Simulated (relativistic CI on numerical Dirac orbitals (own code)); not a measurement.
## Line list: Electric-dipole lines, Tm XLIX

These numbers are calculated, not measured: Dirac-Coulomb-Breit CI, separate exchange-only KLI orbitals for each configuration, a model potential for QED, unscaled Slater integrals (own radial code, finite nucleus).

Configurations in the expansion (outside the closed core [Ne]): 3s2.3p6.3d3, 3s2.3p5.3d4, 3s.3p6.3d4, 3s2.3p6.3d2.4s, 3s2.3p6.3d2.4p, 3s2.3p6.3d2.4d, 3s2.3p5.3d3.4s, 3s2.3p6.3d2.4f, 3s2.3p5.3d3.4p, 3s.3p6.3d3.4s, 3p6.3d4.4p, 3p6.3d5, 3p5.3d6, 3p5.3d5.4s, 3p6.3d4.4s, 3p5.3d4.4s2, 3s2.3p6.3d.4s2, 3s2.3p6.4s2.4p, 3s2.3p6.4s2.4d. Double excitations out of closed p, d and f shells are left out; levels of such configurations are missing from the list, as are those of other unlisted configurations, and high levels can miss mixing partners. These lack a partner that the ground configuration has and come out too high: 3s2.3p5.3d3.4p.

```csv
λ vac (Å),Lower,Upper,A (s⁻¹),gf,Branching (%)
22.396,3s2.3p6.3d3 2G_7/2 [4],3s2.3p5.3d4 4D°_5/2 [151],1.72e+12,7.75e-01,40.7
22.557,3s2.3p6.3d3 2H_9/2 [5],3s2.3p5.3d4 2F°_7/2 [148],3.29e+12,2.01e+00,67.4
22.717,3s2.3p6.3d3 4F_9/2 [9],3s2.3p5.3d4 4D°_7/2 [165],2.03e+12,1.26e+00,51.1
22.822,3s2.3p6.3d3 4F_7/2 [8],3s2.3p5.3d4 2F°_5/2 [160],1.91e+12,8.93e-01,64.8
22.833,3s2.3p6.3d3 2H_11/2 [12],3s2.3p5.3d4 2G°_9/2 [168],3.14e+12,2.46e+00,97.0
22.908,3s2.3p6.3d3 2F_7/2 [15],3s2.3p5.3d4 2D°_5/2 [176],2.60e+12,1.23e+00,75.7
23.059,3s2.3p6.3d3 4F_3/2 [1],3s2.3p5.3d4 4D°_1/2 [137],4.98e+12,7.94e-01,98.8
23.112,3s2.3p6.3d3 2F_7/2 [15],3s2.3p5.3d4 2F°_7/2 [172],2.18e+12,1.39e+00,65.5
23.126,3s2.3p6.3d3 2G_9/2 [17],3s2.3p5.3d4 2F°_7/2 [188],3.29e+12,2.11e+00,92.9
23.202,3s2.3p6.3d3 2H_11/2 [12],3s2.3p5.3d4 2H°_11/2 [164],3.40e+12,3.29e+00,81.8
23.227,3s2.3p6.3d3 2G_9/2 [17],3s2.3p5.3d4 2G°_9/2 [187],1.98e+12,1.60e+00,99.1
23.372,3s2.3p6.3d3 4P_5/2 [7],3s2.3p5.3d4 4D°_5/2 [151],1.73e+12,8.51e-01,41.1
23.494,3s2.3p6.3d3 2G_9/2 [17],3s2.3p5.3d4 2H°_11/2 [185],2.04e+12,2.03e+00,98.6
23.857,3s2.3p6.3d3 4F_5/2 [2],3s2.3p5.3d4 4D°_3/2 [139],1.83e+12,6.25e-01,69.7
23.928,3s2.3p6.3d3 2G_7/2 [4],3s2.3p5.3d4 4F°_7/2 [142],1.31e+12,8.97e-01,61.7
23.968,3s2.3p6.3d3 2H_9/2 [5],3s2.3p5.3d4 2H°_9/2 [141],1.99e+12,1.72e+00,86.6
34.219,3s2.3p6.3d3 2H_11/2 [12],3s2.3p5.3d4 2G°_9/2 [122],1.09e+12,1.91e+00,91.0
34.276,3s2.3p6.3d3 4F_3/2 [1],3s2.3p5.3d4 2D°_3/2 [42],1.26e+12,8.85e-01,99.6
34.282,3s2.3p6.3d3 4F_5/2 [2],3s2.3p5.3d4 4F°_5/2 [74],4.74e+11,5.01e-01,47.3
34.342,3s2.3p6.3d3 2G_9/2 [17],3s2.3p5.3d4 2F°_7/2 [133],1.04e+12,1.47e+00,84.0
34.678,3s2.3p6.3d3 4F_5/2 [2],3s2.3p5.3d4 4D°_3/2 [70],7.01e+11,5.05e-01,72.9
34.707,3s2.3p6.3d3 4F_9/2 [9],3s2.3p5.3d4 2G°_7/2 [114],6.07e+11,8.76e-01,71.4
34.870,3s2.3p6.3d3 2H_9/2 [5],3s2.3p5.3d4 2H°_9/2 [79],9.89e+11,1.80e+00,82.7
34.979,3s2.3p6.3d3 2G_7/2 [4],3s2.3p5.3d4 4G°_7/2 [75],9.57e+11,1.40e+00,82.8
35.074,3s2.3p6.3d3 4P_5/2 [7],3s2.3p5.3d4 4D°_5/2 [97],7.03e+11,7.78e-01,64.1
35.222,3s2.3p6.3d3 4F_3/2 [1],3s2.3p5.3d4 4G°_5/2 [36],1.01e+12,1.12e+00,99.6
35.335,3s2.3p6.3d3 4F_9/2 [9],3s2.3p5.3d4 2H°_9/2 [109],7.98e+11,1.49e+00,82.8
35.761,3s2.3p6.3d3 2H_11/2 [12],3s2.3p5.3d4 2H°_11/2 [113],7.66e+11,1.76e+00,86.5
36.199,3s2.3p6.3d3 2H_9/2 [5],3s2.3p5.3d4 2H°_11/2 [67],3.35e+11,7.91e-01,99.5
36.548,3s2.3p6.3d3 4F_5/2 [2],3s2.3p5.3d4 4G°_7/2 [58],3.18e+11,5.09e-01,90.5
```

Terms are leading LS components. Brackets give the number of a level in order of energy, since labels repeat. The list gives strong lines, with weight on those to low levels, without lines whose two gauges differ by over a factor of 2.5, among the lowest 200 of 2434 levels, so that lines to higher ones, which can be the strongest, are missing. Levels whose partners in the same complex of configurations lie outside the list can be far off, and so can their lines. Rates are taken at the computed energies, electric ones in the length gauge.

At this charge energies of transitions that change n are usually good to better than 1 %, and those within a shell (Δn = 0) to a few per cent.

LS names give the leading component of a level, which can be under half, so a name can repeat, a term be missing and a line seem to break the LS rules.
